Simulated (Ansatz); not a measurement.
One change: `O=[CH][GeH3]` becomes `O=C[TeH]`.

Ansatz, PBE0-D4/def2-TZVP geometries, multiplicity 1. 

Elements past krypton have def2 core potentials. Scalar relativity is left out up to krypton.

| property | `O=[CH][GeH3]` |
| --- | --- |
| HOMO–LUMO gap (ωB97M-V/def2-TZVPP) / eV | 10.16 |
| HOMO energy (PBE/def2-TZVPP) / eV | -5.70 |
| HOMO–LUMO gap (PBE/def2-TZVPP) / eV | 3.01 |
| size of the dipole moment (B3LYP/def2-TZVPP) / D | 2.08 |
| LUMO energy (ωB97M-V/def2-TZVPP) / eV | 0.82 |
| HOMO energy (PBE0/def2-TZVPP) / eV | -7.09 |

What does the change do to each property? (Estimate.)

Ansatz gave: 
```tsv
property	`O=C[TeH]`	shift
HOMO–LUMO gap (ωB97M-V/def2-TZVPP) / eV	9.65	-0.51
HOMO energy (PBE/def2-TZVPP) / eV	-5.96	-0.26
HOMO–LUMO gap (PBE/def2-TZVPP) / eV	3.64	0.63
size of the dipole moment (B3LYP/def2-TZVPP) / D	2.17	0.09
LUMO energy (ωB97M-V/def2-TZVPP) / eV	0.65	-0.17
HOMO energy (PBE0/def2-TZVPP) / eV	-6.96	0.13
```

With PBE0 the HOMO rises by 0.13 eV and the LUMO rises by 0.23 eV, so the gap widens by about 0.10 eV. PBE moves the HOMO by -0.26 eV and ωB97M-V by 0.33 eV. The zero-point energy changes by -41.7 kJ/mol with -6 modes. Dipoles are sizes alone; their direction can turn.

B3LYP here is the variant with VWN-RPA as its local correlation; programs differ in this.

Spin–orbit coupling is left out; it splits and shifts lone-pair levels of the heavy atoms by tenths of an eV.
